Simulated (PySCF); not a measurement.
# Radial density of Sc (scandium, neutral)

PBE0, [Ar] 3d1 4s2, 2D determinant. Computed with PySCF 2.14 in aug-cc-pVDZ (7s6p4d2f, 59 functions), with no relativity, point nucleus.

```csv
r (bohr),4πr²ρ (e/bohr),4πr²(ρα − ρβ)
0.00131,0.1258,0.0000
0.00220,0.3428,0.0000
0.00370,0.9109,0.0000
0.00622,2.318,0.0000
0.0105,5.490,0.0001
0.0176,11.53,0.0002
0.0296,19.81,0.0003
0.0498,24.75,0.0002
0.0838,20.66,-0.0003
0.141,19.29,0.0015
0.237,26.31,0.0208
0.399,14.95,0.1144
0.671,7.105,0.3517
1.13,8.079,0.5226
1.90,2.104,0.3567
3.19,0.7687,0.1085
5.37,0.2306,0.0064
9.03,0.008365,-0.0003
15.2,1.585e-05,0.0000
```

⟨S²⟩ = 0.87 against 0.75 shows spin contamination.
